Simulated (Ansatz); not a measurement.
Al₂Si₂, relaxed as a singlet with RKS PBE-D4/def2-TZVP in Ansatz, starting from the GFN2-xTB geometry. Force threshold 0.02 eV/Å.

The restricted singlet is unstable towards broken spin symmetry in Hartree–Fock (as tested in another run); at PBE-D4/def2-TZVP this wasn't settled. Another isomer (triplet) lies 0.37 eV lower at PBE0-D4/def2-TZVP; other spin states weren't run for this one.

Start:

```xyz
4

Al    1.5880    1.4853   -0.5819
Al   -0.4902   -0.3538    0.2374
Si    1.1702   -0.7227   -1.4454
Si   -2.2681   -0.4087    1.7898
```

(1) Estimate the energy that the relaxation releases and the steps that it takes.

(2) Does the start keep its bonding?

(3) Predict the relaxed structure.

## Answers

(1) 1.28 eV, in 26 steps; 23 s on 4 threads of Arm Neoverse V2 on a shared host. The force fell under the threshold at step 17, but the optimiser went on and released 0.008 eV more. No frequencies were taken in this run, so the end may be a saddle point.

(2) Bonds formed: Si3–Si4 (atoms count from 1).

(3) 
Cartesian coordinates in Å:
```
Al 2.0808 0.9163 -0.9590
Al -0.6900 0.8956 0.8455
Si 0.0540 -0.4869 -0.8704
Si -1.4448 -1.3250 0.9839
```
Bond lengths (bridged metal pairs left out): 3 × Al–Si 2.33 to 2.47 Å; 1 × Si–Si 2.53 Å.
